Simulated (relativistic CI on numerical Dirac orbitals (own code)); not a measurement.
## Ions with 43 electrons, Eu²⁰⁺ to Pb³⁹⁺

These numbers are calculated, not measured: Dirac-Coulomb-Breit CI, KLI orbitals optimised for each configuration, a model potential for QED, unscaled Slater integrals (own radial code, finite nucleus).

Configuration list (outside the closed core [Ar] 3d10): 4s²4p⁶4d⁷, 4s²4p⁶4d⁵5s², 4s²4p⁵4d⁸, 4s²4p⁶4d⁶4f, 4s²4p⁴4d⁹, 4s²4p⁶4d⁶5s, 4s4p⁶4d⁸. Levels of other configurations are missing.

Energies above each ion's lowest level, in eV. Levels are followed by their leading LS label, which can pass from one level to another where the coupling changes.

```tsv
Ion	4s²4p⁶4d⁷ ⁴F9/2	4s²4p⁶4d⁷ ²P3/2	4s²4p⁶4d⁷ ²D5/2	4s²4p⁶4d⁷ ⁴F7/2	4s²4p⁶4d⁷ ⁴P5/2	4s²4p⁶4d⁷ ⁴P1/2	4s²4p⁶4d⁷ ²H11/2
Eu²⁰⁺	0	3.328	4.3786	5.4112	8.3453	9.219	10.861
Gd²¹⁺	0	3.4197	4.6003	6.036	9.0855	9.9477	11.62
Tb²²⁺	0	3.5112	4.8198	6.7107	9.878	10.726	12.428
Dy²³⁺	0	3.6027	5.0375	7.438	10.724	11.556	13.286
Ho²⁴⁺	0	3.6946	5.2537	8.22	11.627	12.441	14.199
Er²⁵⁺	0	3.787	5.4688	9.0592	12.587	13.383	15.168
Tm²⁶⁺	0	3.88	5.6828	9.9582	13.607	14.385	16.195
Yb²⁷⁺	0	3.9737	5.896	10.919	14.689	15.449	17.284
Lu²⁸⁺	0	4.0682	6.1084	11.946	15.837	16.578	18.437
Hf²⁹⁺	0	4.1636	6.3201	13.039	17.052	17.774	19.657
Ta³⁰⁺	0	4.2598	6.5311	14.203	18.337	19.041	20.946
W³¹⁺	0	4.3569	6.7416	15.44	19.695	20.381	22.308
Re³²⁺	0	4.4549	6.9515	16.753	21.128	21.798	23.745
Os³³⁺	0	4.5537	7.1609	18.144	22.641	23.293	25.26
Ir³⁴⁺	0	4.6535	7.3699	19.618	24.234	24.87	26.856
Pt³⁵⁺	0	4.7542	7.5784	21.176	25.913	26.533	28.537
Au³⁶⁺	0	4.8557	7.7865	22.822	27.679	28.284	30.305
Hg³⁷⁺	0	4.9581	7.9942	24.559	29.536	30.126	32.164
Tl³⁸⁺	0	5.0613	8.2016	26.39	31.488	32.063	34.116
Pb³⁹⁺	0	5.1654	8.4087	28.319	33.537	34.098	36.166
```

The lowest level keeps the configuration 4s²4p⁶4d⁷ and J = 9/2 throughout.

Between Z = 79 and 82 the energy of 4s²4p⁶4d⁷ ²P3/2 follows a local power law Z^1.7. For orientation: electrostatic splittings inside a shell grow about linearly with the screened charge, excitations that change n as its square, and fine structure as its fourth power; written in Z itself the exponents are larger, since the screened charge grows faster in proportion.
